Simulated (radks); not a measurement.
The nuclear charge of neutral barium is varied continuously with 56 electrons held in [Xe] 6s2. Calculated with a radial shooting solver on a logarithmic mesh with Libxc functionals: Dirac Kohn-Sham, BLYP, spin-unpolarised, spherical densities, finite nucleus; Fermi nuclear charge, rms radius 4.8378 fm. By the Hellmann-Feynman theorem dE/dZ = E(electron-nucleus)/Z, the electronic potential at the nucleus (averaged over a nucleus of fixed radius).

Z     E (hartree)  E(electron-nucleus)/Z (hartree)   HOMO  e(HOMO) (eV)  <r> HOMO (bohr)
55.8   -8069.1943                         -351.693  6s1/2        -2.074            5.040
55.9   -8104.4081                         -352.583  6s1/2        -2.562            4.899
56     -8139.7110                         -353.474  6s1/2        -3.070            4.772
56.1   -8175.1030                         -354.365  6s1/2        -3.598            4.655
56.2   -8210.5840                         -355.256  6s1/2        -4.145            4.548
56.3   -8246.1542                         -356.147  6s1/2        -4.710            4.450
56.4   -8281.8135                         -357.039  6s1/2        -5.293            4.358
56.5   -8317.5619                         -357.930  6s1/2        -5.892            4.272
56.6   -8353.3995                         -358.822  6s1/2        -6.507            4.192
56.7   -8389.3263                         -359.714  6s1/2        -7.138            4.117
56.8   -8425.3423                         -360.606  6s1/2        -7.785            4.046
56.9   -8461.4476                         -361.499  6s1/2        -8.446            3.978
57     -8497.6421                         -362.392  6s1/2        -9.121            3.915

The central difference of E at Z = 56 is -353.474 hartree, to compare with the third column; the second derivative is -8.91 hartree.
